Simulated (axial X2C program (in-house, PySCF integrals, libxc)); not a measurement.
# Low determinants of CsN⁺ at the PBE0 level, two-component

Computed with an in-house all-electron X2C program for linear molecules (integrals from PySCF). Two-component (2c) means X2C with spin–orbit coupling and atomic mean-field two-electron Coulomb and Gaunt terms. Basis: Cs dyall-cv3z [15s15p9d4f1g], N dyall-av3z [7s7p3d2f] (cores contracted in-house); Gaussian nuclei, density fitting, unrestricted open shells. Masses: Cs 132.905 u, N 14.003 u.

Search at 3.576 Å (vertical energies from the lowest determinant):

```csv
ΔE (eV),state,electrons beyond evenly filled partner blocks,"electrons in ±ω = 1/2, 3/2, 5/2, 7/2"
0.00,Ω = 3/2,ω = 3/2,40 17 4 0
1.12,Ω = 1/2,"2 × ω = -1/2, ω = 3/2",40 17 4 0
2.34,Ω = 1/2,ω = 1/2,41 16 4 0
2.35,Ω = 5/2,"2 × ω = 1/2, ω = 3/2",40 17 4 0
2.36,Ω = 1/2,ω = 1/2,39 18 4 0
```

Lowest determinant, Ω = 3/2 (⟨Sz⟩ = 1.50, ⟨Lz⟩ = 0.00 at PBE0): Re = 3.526 Å, ωe = 63.3 cm⁻¹.

The determinant in row 2 of the search, Ω = 1/2 (⟨Sz⟩ = 0.50, ⟨Lz⟩ = 0.00 at PBE0), was followed along the bond at PBE0; measured from the minimum of the lowest determinant it gives:

Te = 1.123 eV (9057 cm⁻¹), Re = 3.530 Å, ωe = 64.4 cm⁻¹.

Question: Compare the bond of the determinant in row 2 with that of the lowest one.

Answer: At PBE0 its Re is 0.004 Å longer and its force constant, which goes as ωe², is 1.04 times that of the lowest determinant. This determinant mixes spin states, so it has no term energy of its own.

The search compares states at one distance, so a state with another bond length can lie lower; it is not exhaustive and yields mostly the lowest determinant of each block pattern, so other components and higher states of one pattern are missing. A followed state lies above the atoms to which the lowest one dissociates. These are energies of single determinants, not of spin-adapted states; PBE0 term energies can be off by some tenths of an eV, and the functional has no current term.
